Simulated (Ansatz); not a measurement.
Start from `[I][SnH]([I])[I]` and change one element to get `[I][GeH]([I])[I]`.

Ansatz, PBE0-D4/def2-TZVP geometries, multiplicity 1. 

Elements past krypton have def2 core potentials. Scalar relativity is left out up to krypton. Spin–orbit coupling is left out; it splits and shifts lone-pair levels of the heavy atoms by tenths of an eV.

| property | `[I][SnH]([I])[I]` |
| --- | --- |
| LUMO energy (ωB97M-V/def2-TZVPP) / eV | -1.16 |
| LUMO energy (PBE/def2-TZVPP) / eV | -3.67 |
| size of the dipole moment (B3LYP/def2-TZVPP) / D | 0.94 |
| zero-point energy (PBE0-D4/def2-TZVP) / kJ/mol | 22.9 |
| HOMO–LUMO gap (PBE0/def2-TZVPP) / eV | 4.84 |
| size of the dipole moment (PBE/def2-TZVPP) / D | 0.87 |

Problem. Give the same properties after the change, and the shifts. (Best estimate.)

Solution. Ansatz gave: 
```json
{"property": "LUMO energy (ωB97M-V/def2-TZVPP) / eV", "`[I][GeH]([I])[I]`": "-0.89", "shift": "0.27"}
{"property": "LUMO energy (PBE/def2-TZVPP) / eV", "`[I][GeH]([I])[I]`": "-3.43", "shift": "0.24"}
{"property": "size of the dipole moment (B3LYP/def2-TZVPP) / D", "`[I][GeH]([I])[I]`": "0.63", "shift": "-0.31"}
{"property": "zero-point energy (PBE0-D4/def2-TZVP) / kJ/mol", "`[I][GeH]([I])[I]`": "26.7", "shift": "3.8"}
{"property": "HOMO–LUMO gap (PBE0/def2-TZVPP) / eV", "`[I][GeH]([I])[I]`": "5.01", "shift": "0.17"}
{"property": "size of the dipole moment (PBE/def2-TZVPP) / D", "`[I][GeH]([I])[I]`": "0.58", "shift": "-0.29"}
```

With PBE0 the HOMO rises by 0.09 eV and the LUMO rises by 0.26 eV, so the gap widens by about 0.17 eV. PBE moves the HOMO by 0.09 eV and ωB97M-V by 0.11 eV. Dipoles are sizes alone; their direction can turn.

B3LYP here is the variant with VWN-RPA as its local correlation; programs differ in this.
